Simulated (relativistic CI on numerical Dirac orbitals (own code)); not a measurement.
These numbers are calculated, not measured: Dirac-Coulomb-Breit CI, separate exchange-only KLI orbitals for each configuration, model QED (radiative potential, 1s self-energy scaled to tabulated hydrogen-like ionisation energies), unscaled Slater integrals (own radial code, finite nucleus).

The strongest absorption lines from the ground level of an ion, among the configurations computed and to levels below about 370 eV (vacuum wavelength in Å, gf): 45.069 (1.1), 45.508 (1.5), 48.413 (4.6), 53.504 (0.78), 53.877 (7.4), 59.416 (0.92), 66.476 (0.68), 68.109 (0.72).

**Question.** Which ion is it?
A. Au⁴¹⁺
B. Ta³³⁺
C. Ta³⁵⁺
D. Ho²⁹⁺

**Answer.** C. Ta³⁵⁺ has 38 electrons and the ground level 4s²4p⁶4d² ³F2; the strongest line goes to 4s²4p⁶4d4f ³G°3. The pattern of lines fixes the number of electrons, and along that sequence the line energies rise steadily with the charge (about as its square where n changes within one kind of shell, about linearly where n is kept but much faster in heavy ions where fine structure, which grows about as Z⁴, sets the gap, and irregularly where shells cross), which fixes Z. Configurations outside the model, such as inner-shell arrays, can give stronger lines. At this charge energies of transitions that change n are usually good to better than 1 %, and those within a shell (Δn = 0) to a few per cent. Terms inside the open d or f shell come out 10 to 20 % too wide with unscaled integrals.

LS names give the leading component of a level, which can be under half, so a name can repeat, a term be missing and a line seem to break the LS rules.
